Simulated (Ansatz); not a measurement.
Species: fluoro(trimethyl)silane, C₃H₉FSi (charge 0, singlet). 
Coordinates optimised at B3LYP-D3(BJ)/def2-TZVP (Ansatz, a quantum-chemistry and plane-wave program):
```
Si
F 1 1.6195
C 1 1.8648 2 107.28
H 3 1.0920 1 111.15 2 -60.14
H 3 1.0920 4 107.97 1 -122.15
H 3 1.0929 4 107.83 5 -116.27
C 1 1.8648 2 107.28 3 -120.00
H 7 1.0920 1 111.15 2 -60.14
H 7 1.0920 8 107.97 1 -122.15
H 7 1.0929 8 107.83 9 -116.27
C 1 1.8648 2 107.28 3 120.00
H 11 1.0920 1 111.15 2 -60.14
H 11 1.0920 12 107.97 1 -122.15
H 11 1.0929 12 107.83 13 -116.27
```

Dipole moments at this geometry, in debye (magnitudes).

| level | program | dipole (D) |
|---|---|---|
| SVWN5/def2-TZVPD | Ansatz | 1.86 |
| PBE/def2-TZVPD | Ansatz | 1.79 |
| revPBE/def2-TZVPD | Ansatz | 1.77 |
| r2SCAN/def2-TZVPD | Ansatz | 1.81 |
| B97M-V/def2-TZVPD | Ansatz | 1.81 |
| PBE0/def2-TZVPD | Ansatz | 1.87 |
| r2SCANh/def2-TZVPD | Ansatz | 1.84 |
| r2SCAN0/def2-TZVPD | Ansatz | ___ |
| HSE06/def2-TZVPD | Ansatz | 1.86 |
| CAM-B3LYP/def2-TZVPD | Ansatz | 1.88 |
| LC-wPBE/def2-TZVPD | Ansatz | 1.90 |
| wB97M-V/def2-TZVPD | Ansatz | 1.83 |
| CCSD(T)/aug-cc-pV(D+d)Z | Ansatz | ___ |

### Question
What belongs in the gaps?

### Answer

- r2SCAN0/def2-TZVPD, dipole (D): 1.87
- CCSD(T)/aug-cc-pV(D+d)Z, dipole (D): 1.81
